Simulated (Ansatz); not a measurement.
Program: Ansatz. Geometries: PBE0-D4/def2-TZVP. ΔE: electronic, gas phase. CBS: MP2 limit from def2 TZ/QZ plus the TZ coupled-cluster correction, frozen cores. This one scheme is used for every species. Functionals use def2-TZVPP. B3LYP here is the variant with VWN-RPA as its local correlation; programs differ in this. Each species was taken in one conformer, which may not be the lowest.

`O[SiH](O)C[SiH](Cl)Cl` + H₂S → `S[SiH](Cl)Cl` + `C[SiH](O)O`  (ligand exchange at the Si–C bond)

`O[SiH](O)C[SiH](Cl)Cl`:

```xyz
13

O    -1.063    1.628   -0.493
Si   -0.893    0.086   -1.038
O    -2.003   -0.948   -0.422
C     0.844   -0.362   -0.528
Si    1.261    0.023    1.227
Cl   -0.169   -0.799    2.470
Cl    3.065   -0.803    1.739
H    -1.897    2.075   -0.648
H    -1.093    0.007   -2.503
H    -1.947   -1.125    0.521
H     1.007   -1.431   -0.704
H     1.556    0.187   -1.155
H     1.332    1.462    1.534
```

H₂S:

Cartesian coordinates in Å:
```
S 0.599 -0.106 -0.117
H -0.469 0.139 -0.890
H -0.130 -0.032 1.007
```

`S[SiH](Cl)Cl`:

Z-matrix (Å, degrees):
```
Si
Cl 1 2.036
Cl 1 2.042 2 110.0
S 1 2.113 2 105.8 3 121.1
H 1 1.474 2 109.1 3 -116.8
H 4 1.346 1 92.9 2 -178.6
```

`C[SiH](O)O`:

Cartesian coordinates in Å:
```
C 1.196 -0.381 0.514
Si -0.556 0.089 0.139
O -0.479 1.636 -0.421
O -1.271 -0.927 -0.942
H 1.824 -0.294 -0.378
H 1.614 0.277 1.279
H 1.254 -1.410 0.876
H -1.446 0.001 1.323
H -1.309 2.075 -0.610
H -0.828 -1.067 -1.780
```

```tsv
level	ΔE (kcal/mol)
B3LYP-D4	-7.5
PBE	-10.0
```

(1) What does CCSD(T)/CBS give? (An estimate is asked.)

Largest T1 diagnostic among the species: 0.011.

## Answers

(1) Ansatz gave: -7.6 kcal/mol. The listed levels differ from it by 0.1, -2.4 kcal/mol.

In def2-TZVPP, CCSD(T) changes the Hartree–Fock value by +2.7 kcal/mol (the triples alone add +0.2 kcal/mol) and MP2 by +2.0 kcal/mol. The D4 term adds +2.5 kcal/mol with B3LYP and +1.5 kcal/mol with PBE0; it sums over pairs of atoms, weighted by their polarisabilities, and B3LYP, whose exchange is more repulsive, gets the larger term.
